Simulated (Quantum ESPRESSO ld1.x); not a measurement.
Task: These are the eigenvalues of the occupied orbitals of an atom or ion with whole-number occupations (eV). Method: Dirac Kohn-Sham, relativistic LDA (MacDonald-Vosko exchange, VWN5 correlation), spin-unpolarised, spherical densities, point nucleus; computed with ld1.x of Quantum ESPRESSO 7.5.

| orbital | eigenvalue |
|---|---|
| 1s1/2 | -44728.196 |
| 2s1/2 | -7305.115 |
| 2p1/2 | -6927.275 |
| 2p3/2 | -6373.119 |
| 3s1/2 | -1618.470 |
| 3p1/2 | -1455.031 |
| 3p3/2 | -1343.564 |
| 3d3/2 | -1057.266 |
| 3d5/2 | -1032.986 |
| 4s1/2 | -346.327 |
| 4p1/2 | -283.912 |
| 4p3/2 | -259.292 |
| 4d3/2 | -156.028 |
| 4d5/2 | -151.611 |
| 5s1/2 | -69.267 |
| 5p1/2 | -51.744 |
| 5p3/2 | -48.061 |
| 4f5/2 | -32.419 |
| 4f7/2 | -31.885 |

Which element is it, and in what charge state? The configuration may be excited. Open shells, if any, are shared by 2j + 1.

Result: Z = 61, promethium, charge +3: Pm3+ in [Xe] 4f4. The list shows which subshells hold electrons but not how many an open one holds; the 1s level, -1643.7 hartree, gives Z - s = 57.3 by -(Z - s)^2/2, which with screening and relativity narrows Z to a few neighbours, and the depths of the outer levels then fix element, charge and occupations together.
